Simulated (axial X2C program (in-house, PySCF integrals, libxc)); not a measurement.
Potential curves of AsF, 2c

All values were computed with an in-house relativistic program for diatomic molecules. Two-component (2c) means X2C with spin–orbit coupling and atomic mean-field two-electron Coulomb and Gaunt terms. Basis: As dyall-cv3z [9s9p6d4f1g], F dyall-av3z [7s6p3d2f] (cores contracted in-house); Gaussian nuclei, density fitting, unrestricted open shells. Masses: As 74.922 u, F 18.998 u.

State: Ω = 1 (⟨Sz⟩ = 1.00, ⟨Lz⟩ = 0.00 at HF). Energies in cm⁻¹ from the fragments at the same level (As + F). Fits are polynomials in 1 − R0/R over 0.85 to 1.23 times the lowest point R0.

```csv
R (Å),MP2,PBE0,BHandHLYP,CCSD
1.5199,-26002,-25756,-23707,
1.5898,-30949,-30491,-28273,-28031
1.6422,-33071,-32479,-30132,-30055
1.6946,-34191,-33481,-31008,-31076
1.7470,-34549,-33735,-31139,-31338
1.8081,-34250,-33328,-30594,-30930
1.8693,-33385,-32367,-29502,-29963
1.9479,-31705,-30581,-27559,-28159
2.0440,-29110,-27885,-24684,
2.1838,-24687,-23521,-20078,
```

Correlated methods: 12 electrons correlated (number of frozen shells: As 3 s, 2 p, 1 d; F 1 s), 230 virtual spin orbitals or spinors in MP2, 90 natural virtuals in coupled cluster.

The state is one determinant whose occupation by symmetry is held fixed; it was picked as the lowest of a PBE0 search that is not exhaustive. De is counted from the lowest determinant-based energies of the atoms at the same level, without counterpoise correction. Density functionals use the spin component along the axis (collinear). CCSD ran in a truncated set of natural virtual spinors with an MP2 remainder; without triples it tends to underbind. The 2c atoms are single determinants rather than J levels; their spin–orbit lowering is only partly caught, and De is too large by that part. This holds for PBE0, BHandHLYP. PBE0 can misorder states that lie within some tenths of an eV, so this need not be the ground state of the molecule. The nearest other 2c determinant of the search, Ω = 0, lies 0.79 eV up at the distance of the search. Without a current term, density functionals place determinants with orbital angular momentum somewhat too high. With several unpaired electrons one determinant need not be a pure state. Open-shell Ω = 0 determinants with evenly filled partner blocks cannot be reached by this program, so the Ω shown need not be the lowest component. This is the Ω = 1 component of a π² triplet; the 0⁺ component is not one determinant and can lie lowest. Coupled cluster ran on the points near the minimum only. MP2 and coupled cluster on one determinant become unreliable at the stretched end.

Q: What are Re, ωe and De at the MP2 level?

A: At MP2, 2c: Re = 1.751 Å, ωe ≈ 674 cm⁻¹, De = 4.28 eV to As + F; Be follows as 0.363 cm⁻¹.

Q: What are Re, ωe and De at the PBE0 level?

A: At PBE0, 2c: Re = 1.742 Å, ωe ≈ 684 cm⁻¹, De = 4.18 eV to As + F; Be follows as 0.367 cm⁻¹.

Q: What are Re, ωe and De at the BHandHLYP level?

A: At BHandHLYP, 2c: Re = 1.731 Å, ωe ≈ 702 cm⁻¹, De = 3.86 eV to As + F; Be follows as 0.371 cm⁻¹.

Q: What are Re, ωe and De at the CCSD level?

A: At CCSD, 2c: Re = 1.742 Å, ωe ≈ 688 cm⁻¹, De = 3.89 eV to As + F; Be follows as 0.366 cm⁻¹.
